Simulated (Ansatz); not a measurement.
Reaction (ligand exchange at a Ge–S bond): `C[O][GeH2][SH]` + H₂Se → `C[O][GeH2][SeH]` + H₂S

Gas-phase electronic energies from Ansatz, PBE0-D4/def2-TZVP geometries. CCSD(T)/CBS adds triple-zeta CCSD(T) − MP2 to the extrapolated MP2 energy (def2 sets, frozen cores). This one scheme is used for every species. Functionals use def2-TZVPP. B3LYP here is the variant with VWN-RPA as its local correlation; programs differ in this. For Ge, Se outer-core shells are correlated without core-valence functions, which leaves a few kJ/mol of doubt a bond. Scalar relativity is left out up to krypton. One conformer a species, not always the lowest.

`C[O][GeH2][SH]`:

Cartesian coordinates in Å:
```
C 0.910 0.350 -1.258
O -0.236 0.829 -0.593
Ge -0.538 0.306 1.075
S -0.731 -1.903 1.192
H 1.836 0.660 -0.757
H 0.911 0.769 -2.267
H 0.910 -0.744 -1.337
H 0.672 0.645 1.962
H -1.838 1.015 1.456
H -1.898 -1.929 0.526
```

H₂Se:

```xyz
3

Se    0.323   -0.446    0.406
H     0.752    0.483   -0.646
H    -1.075   -0.036    0.240
```

`C[O][GeH2][SeH]`:

Z-matrix (Å, degrees):
```
C
O 1 1.409
H 1 1.092 2 107.8
H 1 1.097 2 111.9 3 119.2
H 1 1.098 2 112.0 3 -119.0
Ge 2 1.774 1 119.0 3 -179.2
Se 6 2.353 2 111.2 1 59.4
H 6 1.539 2 109.9 1 -56.5
H 6 1.530 2 104.1 1 -179.8
H 7 1.469 6 92.4 2 69.7
```

H₂S:

Cartesian coordinates in Å:
```
S -0.259 -0.442 0.348
H 0.588 0.566 0.604
H -0.330 -0.124 -0.953
```

```tsv
level	ΔE (kJ/mol)	difference from CCSD(T)/CBS
r2SCAN-D4	-10.4	1.8
PBE0-D4	-11.4	0.8
B3LYP-D4	-11.7	0.5
B2PLYP	-11.1	1.1
PBE	-10.5	1.7
r2SCAN	-10.3	1.9
PBE0	-10.9	1.3
B3LYP	-10.8	1.4
HF/def2-TZVPP	-10.8	1.4
MP2/def2-TZVPP	-12.3	-0.1
SCS-MP2/def2-TZVPP	-11.5	0.7
CCSD(T)/def2-TZVPP	-11.2	1.0
HF/def2-QZVPP	-10.7	1.5
MP2/def2-QZVPP	-12.8	-0.6
SCS-MP2/def2-QZVPP	-11.7	0.5
HF/CBS(def2)	-10.7	1.5
CCSD(T)/CBS	-12.2	0
```

Largest T1 diagnostic among the species: 0.012.
